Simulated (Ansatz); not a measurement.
The cluster B7⁻. The state is a triplet with charge -1. Geometry PBE-D4/def2-SVPD, that of the charge -1 singlet; atoms count from 1.

Cartesian coordinates in Å:
```
B -0.109 -0.471 1.424
B -0.963 1.275 -0.707
B -0.904 0.875 0.823
B 0.684 -1.515 0.537
B 1.235 -0.590 -0.623
B -0.383 -0.330 -0.232
B 0.440 0.756 -1.223
```

The highest occupied level of the charge -1 triplet lies above zero (up to 0.23 eV). By energy differences its removal costs 1.40 eV (vertical, to the charge 0 doublet, at PBE0-D4/def2-TZVPD); a positive level beside a positive removal energy at the same level points to self-interaction error. At PBE0-D4/def2-TZVPD a singlet of charge -1 lies 1.20 eV below the triplet at the same geometry. The structure comes from a short search, and lower isomers may exist.

Estimate the Mulliken populations from the PBE0/def2-TZVPD orbitals of Ansatz.


| atom | charge (e) | spin (α − β) |
| --- | --- | --- |
| B1 | -0.41 | 0.48 |
| B2 | -0.02 | 0.27 |
| B3 | -0.41 | 0.48 |
| B4 | -0.02 | 0.27 |
| B5 | -0.41 | 0.48 |
| B6 | 0.68 | -0.47 |
| B7 | -0.41 | 0.48 |
Mulliken values and Mayer orders depend strongly on the basis. With diffuse functions, as here, like atoms can get unlike values, and bond orders can come out too low or too high.

Where does the spin sit?

Summed by element: B 2.00, of 2 unpaired in all. Largest on single atoms: B3 0.48, B7 0.48, B5 0.48.

And the Mayer bond orders between bonded heavy atoms (over 0.3)?

B1–B3 1.49 (1.67 Å); B1–B4 1.17 (1.58 Å); B2–B3 1.17 (1.58 Å); B2–B6 0.68 (1.77 Å); B2–B7 1.17 (1.58 Å); B4–B5 1.17 (1.58 Å); B4–B6 0.69 (1.77 Å); B5–B7 1.49 (1.67 Å). Values over 0.3 also appear between atoms too far apart for a bond (B1–B5 0.48 at 2.45 Å; B1–B7 0.33 at 2.97 Å; B3–B5 0.33 at 2.97 Å; B3–B7 0.48 at 2.45 Å); they arise where an orbital or an unpaired electron spreads over both atoms.
